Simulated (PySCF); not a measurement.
# Ir⁵³⁺: ionisation energy

Ir⁵³⁺ [Ar] 3d6 (5D) → Ir⁵⁴⁺ [Ar] 3d5 (6S), as a difference of total energies. Calculation: PySCF 2.14, in an even-tempered Gaussian basis (17 s from 13 bohr⁻², ratio 2.5; 13 p from 17 bohr⁻², ratio 2.5; 7 d from 17 bohr⁻², ratio 2.5; 4 f from 66 bohr⁻², ratio 2.7; 3 g from 98 bohr⁻², ratio 2.7); scalar relativity by spin-free X2C-1e. Correlated levels: outer shells: [Ne] frozen; virtual orbitals above 40 to 60 times the deepest correlated orbital energy dropped. The calculations carry no spin-orbit coupling.

```tsv
method	ionisation energy (eV)
UHF	5108.4
LDA	5110.0
PBE	5111.6
PBE0	5111.4
r2SCAN	5112.0
r2SCANh	5111.9
revPBE	5111.6
MP2 (outer shells)	5109.7
SCS-MP2 (outer shells)	5109.9
```

Spin-orbit coupling is strong in these open shells (close to jj coupling). The scalar numbers leave it out and a first-order estimate fails, so it can dominate the gap to the real levels.

Breit and QED terms and the two-electron picture change are absent.

For comparison: 5092 ± 5 eV (theoretical estimate listed by NIST; NIST Atomic Spectra Database, ionization energies).
